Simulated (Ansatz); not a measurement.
Ansatz (an electronic-structure program) input (B3LYP-D3(BJ)/def2-TZVP):

Ansatz 0.2 input:
```yaml
crystal:
  periodic: [false, false, false]
  atoms:
    - {symbol: Te, position_ang: [0.03091613, 0.03028043, 1.08902696]}
    - {symbol: I, position_ang: [0.93884046, -1.82137055, -0.53754716]}
    - {symbol: I, position_ang: [-1.00896360, 1.82826968, -0.51843182]}
basis:
  gaussian:
    orbitals: def2-TZVP
hamiltonian:
  xc: b3lyp
  dispersion: d3bj
total_charge: 1
magnetization: {spin_polarized: true, initial_magnetization: 1}
relax: {f_tol: 0.002, max_steps: 150}
```

End of the output:

```
mean field evaluation 2: about -23493.7945 eV, gradient 2.1e1 eV
mean field evaluation 4: about -23495.9238 eV, gradient 1.4e0 eV
mean field evaluation 8: about -23496.4752 eV, gradient 8.6e-2 eV
mean field evaluation 16: about -23496.4753 eV, gradient 2.5e-4 eV
mean field -23496.47526342 eV, -863.4795394479 hartree, gradient 2.7e-5 eV, S^2 0.752864; 0 other end points of the search recorded, 0 dependent functions left out
the calculation of the forces begins
reference -23496.47547892 eV, -863.4795473673 hartree; 37, 36 occupied and 113, 114 virtual orbitals, 1245 factors
relax step   1: F+E_penalty+E_count = -23496.77536971 eV  Δ(F+E_penalty+E_count) = +0.000e0 eV  max|allowed force component| = 2.607e-1 eV/Å  Δτ_max = 0.0000 Å  (35 SCF iters, accepted)
these checks for a lower state are left out or cut short: starts, cluster_reference, orbital_swaps, neighbouring_geometries, increment
integrals: 0.08 GiB planned
1245 factors; their error is unknown
mean field: 1.03 GiB planned
mean field -23496.48159991 eV, -863.4797723094 hartree, gradient 2.7e-5 eV, S^2 0.752894; 0 other end points of the search recorded, 0 dependent functions left out
the calculation of the forces begins
reference -23496.48181627 eV, -863.4797802604 hartree; 37, 36 occupied and 113, 114 virtual orbitals, 1245 factors
relax step   2: F+E_penalty+E_count = -23496.77604288 eV  Δ(F+E_penalty+E_count) = -6.732e-4 eV  max|allowed force component| = 2.090e-1 eV/Å  Δτ_max = 0.0512 Å  (38 SCF iters, accepted)
these checks for a lower state are left out or cut short: starts, cluster_reference, orbital_swaps, neighbouring_geometries, increment
integrals: 0.08 GiB planned
1245 factors; their error is unknown
mean field: 1.03 GiB planned
mean field evaluation 32: about -23496.4831 eV, gradient 5.9e-4 eV
mean field -23496.48314474 eV, -863.4798290809 hartree, gradient 1.2e-5 eV, S^2 0.752879; 0 other end points of the search recorded, 0 dependent functions left out
the calculation of the forces begins
reference -23496.48336069 eV, -863.4798370169 hartree; 37, 36 occupied and 113, 114 virtual orbitals, 1245 factors
relax step   3: F+E_penalty+E_count = -23496.78036538 eV  Δ(F+E_penalty+E_count) = -4.323e-3 eV  max|allowed force component| = 9.249e-3 eV/Å  Δτ_max = 0.0253 Å  (37 SCF iters, accepted)
these checks for a lower state are left out or cut short: starts, cluster_reference, orbital_swaps, neighbouring_geometries, increment
integrals: 0.08 GiB planned
1245 factors; their error is unknown
mean field: 1.03 GiB planned
mean field -23496.48302443 eV, -863.4798246597 hartree, gradient 1.5e-5 eV, S^2 0.752878; 0 other end points of the search recorded, 0 dependent functions left out
the calculation of the forces begins
reference -23496.48324037 eV, -863.4798325951 hartree; 37, 36 occupied and 113, 114 virtual orbitals, 1245 factors
relax step   4: F+E_penalty+E_count = -23496.78037403 eV  Δ(F+E_penalty+E_count) = -8.643e-6 eV  max|allowed force component| = 2.941e-4 eV/Å  Δτ_max = 0.0012 Å  (40 SCF iters, accepted)
integrals: 0.08 GiB planned
1245 factors; their error is unknown
mean field: 1.03 GiB planned
mean field evaluation 64: about -23496.4830 eV, gradient 1.2e-3 eV
mean field -23496.48302443 eV, -863.4798246597 hartree, gradient 1.5e-5 eV, S^2 0.752878; 1 other end points of the search recorded, 0 dependent functions left out
the calculation of the forces begins
reference -23496.48324037 eV, -863.4798325951 hartree; 37, 36 occupied and 113, 114 virtual orbitals, 1245 factors
Total energy: -23496.78058996 eV, -863.4907599910 hartree
Atom 0 at     0.030902     0.030229     1.088188 Å, force    -0.000012    -0.000005    -0.000294 eV/Å
Atom 1 at     0.950521    -1.843215    -0.537225 Å, force    -0.000120     0.000239     0.000148 eV/Å
Atom 2 at    -1.020630     1.850166    -0.517915 Å, force     0.000132    -0.000234     0.000146 eV/Å
Dipole moment:     0.009441     0.003829     0.231268 e Å
```
